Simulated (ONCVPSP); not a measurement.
**Configuration tests for tellurium (Te) (ONCV)**

ONCVPSP 4.0.1 input, shortened (lines: element, Z, core and valence counts, functional; n l f; lmax; l rc ep ncon nbas qcut; lloc lpopt rc5 dvloc0; l nproj debl; icmod fcfact rcfact), PBE, scalar-relativistic:

```
  Te 52.00    6    5        4      upf
    1    0    2.00
    2    0    2.00
    2    1    6.00
    3    0    2.00
    3    1    6.00
    3    2   10.00
    4    0    2.00
    4    1    6.00
    4    2   10.00
    5    0    2.00
    5    1    4.00
    2
    0    1.25    0.00    5   10    9.90
    1    1.30    0.00    5    8   13.20
    2    1.20    0.00    3    6   12.70
    4    5    0.80    0.00
    0    2    2.30
    1    2    2.30
    2    2    2.80
    2    0.50    1.10
```

Energies are relative to the spin-unpolarised reference configuration 4s2 4p6 4d10 5s2 5p4; without spin polarisation the order of configurations can differ from experiment.

| valence configuration | charge | ΔE all-electron (eV) | error AE − PS (meV) |
| --- | --- | --- | --- |
| 4s2 4p6 4d10 5s2 5p2 | +2 | 27.654 | -8.7 |
| 4s2 4p6 4d10 5s2 5p1 | +3 | 54.552 | -15 |

(1) What are ΔE and the potential's error for 4s2 4p6 4d10 5s0 5p6?

(2) What are ΔE and the potential's error for 4s2 4p6 4d10 5s2 5p3?

Answers

(1) ΔE = 18.702 eV all-electron; the error (AE − PS) is -6.5 meV.

(2) ΔE = 9.729 eV all-electron; the error (AE − PS) is -4.8 meV.
